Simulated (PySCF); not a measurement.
A species of formula C3H7GeN has this rotational fingerprint, computed with PBE0-D3(BJ)/def2-SVP geometry optimisation, gas phase (PySCF 2.14.0):

* Rotational constants: A = 5001, B = 2454, C = 1908 MHz
* Dipole components: |μa| = 0.42 D, |μb| = 0.15 D, |μc| = 0.84 D
* Inertial defect: -42.14 u·Å²
* κ: -0.65

Question: Which candidate fits, each taken in the one conformer that was computed?
A. `[CH:1]#[C:2][Ge@@H:3]([CH3:4])[NH2:5]` with C2–Ge3–N5–H 63° and -61°
B. `[CH:1]#[C:2][GeH2:3][CH2:4][NH2:5]` with C2–Ge3–C4–N5 -57°, Ge3–C4–N5–H -179° and 63°
C. `C1C=[CH][GeH2][NH]1`
D. `[CH3:1][CH2:2][GeH2:3][C:4]#[N:5]` with C1–C2–Ge3–C4 58°

Answer: A. It is C#[C][Ge@@H]([CH3])[NH2], an asymmetric top, point group C1. The candidates at the same level (rigid rotor, commonest isotopes):

```json
{"SMILES": "C[CH2][GeH2][C]#N", "A (MHz)": "4167", "B (MHz)": "2417", "C (MHz)": "1657", "μa (D)": "3.75", "μb (D)": "1.76", "μc (D)": "0.08", "Δ (u·Å²)": "-25.45", "point group": "C1", "rotor": "asymmetric top"}
{"SMILES": "C1=[CH][GeH2][NH]C1", "A (MHz)": "6410", "B (MHz)": "3093", "C (MHz)": "2174", "μa (D)": "0.81", "μb (D)": "0.29", "μc (D)": "0.60", "Δ (u·Å²)": "-9.73", "point group": "near Cs", "rotor": "asymmetric top"}
{"SMILES": "C#[C][Ge@@H]([CH3])[NH2]", "A (MHz)": "5001", "B (MHz)": "2454", "C (MHz)": "1908", "μa (D)": "0.42", "μb (D)": "0.15", "μc (D)": "0.84", "Δ (u·Å²)": "-42.14", "point group": "C1", "rotor": "asymmetric top"}
{"SMILES": "C#[C][GeH2][CH2]N", "A (MHz)": "4181", "B (MHz)": "2491", "C (MHz)": "1676", "μa (D)": "0.65", "μb (D)": "0.99", "μc (D)": "1.22", "Δ (u·Å²)": "-22.20", "point group": "C1", "rotor": "asymmetric top"}
```

`C#[C][GeH2][CH2]N` has A 16 % too low; `C[CH2][GeH2][C]#N` has A 17 % too low; `C1=[CH][GeH2][NH]C1` has A 28 % too high. No structure here is proved a minimum.
